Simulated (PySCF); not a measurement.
Species: C₃H₁₀GeSi.
Atom-mapped SMILES: `[SiH3:1][GeH2:2][CH:3]1[CH2:4][CH2:5]1` (hydrogens: H6, H7, H8 on Si1; H9, H10 on Ge2; H11 on C3; H12, H13 on C4; H14, H15 on C5)

Torsions of this conformer, `[SiH3:1][GeH2:2][CH:3]1[CH2:4][CH2:5]1`: Si1–Ge2–C3–C4 -79°.

The closed-shell ground state was solved at several levels (PySCF, density fitting, gas phase). The structure is a single PBE0-D3(BJ)/def2-SVP conformer in the gas phase; no vibrational or solvent corrections. Relativistic effects, spin–orbit coupling among them, are left out although an element past zinc is present.

```tsv
level	basis functions	HOMO (eV)	LUMO (eV)	gap (eV)	dipole (D)
KT2/pcSseg-1	166	-6.68	-0.48	6.20	0.85
OPBE/pcSseg-1	166	-6.62	-0.17	6.45	0.88
PBE0/STO-3G	52	-5.17	6.05	11.22	0.22
CAM-B3LYP/pcSseg-1	166	-9.00	1.50	10.50	0.76
B3LYP/pcSseg-1	166	-7.53	0.28	7.81	0.83
```

Problem. Estimate the row for LC-wPBE/pcSseg-1, a basis of 166 functions; the other rows only guide the guess.

Solution. HOMO -10.32 eV, LUMO 2.59 eV, gap 12.91 eV, dipole 0.74 D.

Problem. Over all these levels, which gives the widest orbital gap and which the narrowest?

Solution. LC-wPBE/pcSseg-1 (range-separated hybrid) has the widest, 12.91 eV, and KT2/pcSseg-1 (GGA) the narrowest, 6.20 eV. The two share the basis. From the narrowest to the widest the HOMO moves by -3.64 eV and the LUMO by +3.07 eV.

Problem. How far do the dipole and the HOMO energy spread over the levels?

Solution. The dipole runs from 0.22 to 0.88 D (mean 0.71 D) and the HOMO from -10.32 to -5.17 eV.
